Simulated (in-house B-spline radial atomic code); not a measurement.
# Ionising La9+ with different functionals

Computed with an all-electron radial atomic-structure program (B-spline basis): four-component Dirac-Coulomb Hamiltonian, Fermi nucleus of rms radius 4.855 fm, spin-restricted, spherical fractional occupations for the functionals, and exact exchange of hybrids averaged over the configuration. The ionisation energy is the difference of two self-consistent energies, [Kr] 4d10 5s2 → [Kr] 4d10 5s1, without Breit or QED terms; ε is the level of the shell that loses the electron (mean over j).

| method | rung | ΔSCF (eV) | -ε(5s) (eV) |
| --- | --- | --- | --- |
| PBE0 | global hybrid | 152.90 | 147.02 |
| B97-1 | global hybrid | 152.95 | 146.75 |
| wB97X | range-separated hybrid | ? | ? |
| LC-wPBE | range-separated hybrid | ? | ? |

Task: What does LC-wPBE give?

Result: ΔSCF 153.26 eV, and -ε(5s) = 150.37 eV.

Task: What does wB97X give?

Result: ΔSCF 152.84 eV, and -ε(5s) = 149.87 eV.

Task: Among the functionals, which spreads more, the ΔSCF values or the orbital energies?

Result: The orbital energies: ΔSCF values span about 0.42 eV and the orbital energies 3.62 eV; here energy differences depend much less on the functional than eigenvalues do.

Task: How do they compare with the NIST value?

Result: NIST lists 151.4 eV ± 0.7 (semi-empirical, ground level to ground level). Errors run from +1.44 to +1.86 eV. The correlated functionals all miss on the same side by more than they spread, so the cause is common to them (Breit-QED terms, spin polarisation, or a listed next ion that isn't the cheapest removal here) and closeness doesn't rank the functionals.
